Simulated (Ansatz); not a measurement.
`[SiH3][O][GeH]` + HCl → `[Cl][GeH]` + `O[SiH3]` at 298.15 K and 1 bar (ligand exchange at a Ge–O bond).

Isolated molecules relaxed with PBE0-D4/def2-TZVP in Ansatz; ΔE leaves out vibrations. CBS: MP2 limit from def2 TZ/QZ plus the TZ coupled-cluster correction, frozen cores. This one scheme is used for every species. For Ge outer-core shells are correlated without core-valence functions, which leaves a few kJ/mol of doubt a bond. Scalar relativity is left out up to krypton.

| species | CCSD(T)/CBS energy (Eh) | H − E (kJ/mol) | S (J/(mol·K)) |
| --- | --- | --- | --- |
| `[SiH3][O][GeH]` | -2442.79250 | 110.1 | 319.4 |
| HCl | -460.38127 | 26.6 | 186.8 |
| `[Cl][GeH]` | -2536.49422 | 29.1 | 264.4 |
| `O[SiH3]` | -366.69042 | 113.6 | 257.8 |

H − E and S are ideal-gas, rigid-rotor, harmonic terms from PBE0-D4/def2-TZVP. 1 Eh = 2625.50 kJ/mol, R = 8.31446 J/(mol·K).

By hand: ΔE, ΔH, ΔS and ΔG.

ΔE = (-2536.49422) + (-366.69042) − (-2442.79250) − (-460.38127) = -0.01087 Eh = -28.5 kJ/mol. Δ(H − E) = 29.1 + 113.6 − 110.1 − 26.6 = 6.0, so ΔH = -22.5 kJ/mol. ΔS = 264.4 + 257.8 − 319.4 − 186.8 = 16.0 J/(mol·K). ΔG = -22.5 − 298.15 × (16.0)/1000 = -27.3 kJ/mol.

By hand: the equilibrium constant, and the temperature at which ΔG would vanish if ΔH and ΔS stayed fixed.

log₁₀ K = −ΔG/(RT ln 10) = 4.8. ΔH and −TΔS have one sign here, so there is no such temperature.

ΔH outweighs TΔS. A doubt of 5 kJ/mol in ΔE shifts log₁₀ K by 0.9 here. These are equilibria of isolated gas molecules and say nothing of rates. Largest T1 diagnostic: 0.014 (customary marks: 0.02 for closed shells, 0.045 for open ones).
